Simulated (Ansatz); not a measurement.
Cost and result for the atomization energy of CH9AlOSi2 (`C[SiH]([AlH2])O[SiH3]`) (14 atoms, 13 bonds).

```xyz
14

C    -1.042   -1.634   -0.102
Si   -0.014   -0.159   -0.629
Al    2.150   -0.770   -1.648
O     0.248    0.823    0.676
Si   -0.453    1.962    1.613
H    -1.244   -2.279   -0.961
H    -2.002   -1.310    0.310
H    -0.530   -2.230    0.657
H    -0.833    0.611   -1.624
H     3.517   -0.090   -1.203
H     2.194   -1.865   -2.804
H    -1.078    3.016    0.769
H    -1.505    1.356    2.473
H     0.591    2.570    2.474
```

The species carries charge 0 and has multiplicity 1. The geometry is a stationary point of PBE0-D4/def2-TZVP. It is one conformer, not always the lowest. Program: Ansatz. All runs use 4 threads of an Arm Neoverse V2 on a shared host. Times are those of one run each, without the atoms' runs, and a repeat can differ threefold. Electronic energies, without spin–orbit coupling; frozen cores. CCSD(T)/CBS adds CCSD(T) − MP2 in def2-TZVPP to the MP2 limit, and its time is that of the two runs behind it. T1 = 0.011. B3LYP takes the VWN-RPA correlation (the form of Gaussian; ORCA's B3LYP/G).

CCSD(T)/CBS is a level of theory with its own doubt, some kJ/mol a heavy atom from the limit and from the frozen cores, so smaller differences don't rank the functionals.

```csv
level,functions,wall time
PBE-D4/def2-TZVPP (with forces),314,3.2 s
PBE0-D4/def2-TZVPP,314,4.1 s
r2SCAN-D4/def2-TZVPP (with forces),314,6 s
B3LYP-D4/def2-TZVPP (with forces),314,7 s
B2PLYP/def2-TZVPP,314,7 s
ωB97X-V/def2-TZVPP,314,11 s
ωB97M-V/def2-TZVPP (with forces),314,16 s
MP2/def2-QZVPP,594,32 s
CCSD(T)/def2-TZVPP,314,13 min
CCSD(T)/CBS(def2),–,13 min
```

(1) What atomization energy does each give, and how far from CCSD(T)/CBS? (Best estimate.)

Answers

(1) The calculation gave: 
| level | atomization (kJ/mol) | difference from CCSD(T)/CBS | per bond |
| --- | --- | --- | --- |
| PBE-D4/def2-TZVPP (with forces) | 4569.4 | -46.8 | -3.6 |
| PBE0-D4/def2-TZVPP | 4545.2 | -71.0 | -5.5 |
| r2SCAN-D4/def2-TZVPP (with forces) | 4601.2 | -15.0 | -1.2 |
| B3LYP-D4/def2-TZVPP (with forces) | 4594.5 | -21.7 | -1.7 |
| B2PLYP/def2-TZVPP | 4541.0 | -75.2 | -5.8 |
| ωB97X-V/def2-TZVPP | 4631.8 | 15.6 | 1.2 |
| ωB97M-V/def2-TZVPP (with forces) | 4605.8 | -10.4 | -0.8 |
| MP2/def2-QZVPP | 4581.5 | -34.7 | -2.7 |
| CCSD(T)/def2-TZVPP | 4498.3 | -117.9 | -9.1 |
| CCSD(T)/CBS(def2) | 4616.2 | 0.0 | 0.0 |

The D4 term adds +49.9 kJ/mol with B3LYP and +26.8 kJ/mol with PBE0; it sums over pairs of atoms, weighted by their polarisabilities, and B3LYP, whose exchange is more repulsive, gets the larger term. From PBE to PBE0 (25 % exact exchange), in def2-TZVPP and without D4, the atomization energy moves by −20.0 kJ/mol: exact exchange takes away binding that semilocal exchange gives to molecules. In def2-TZVPP, CCSD(T) changes the Hartree–Fock value by +994.3 kJ/mol (the triples alone add +43.5 kJ/mol) and MP2 by +1006.3 kJ/mol; breaking electron pairs costs correlation energy, which Hartree–Fock lacks.
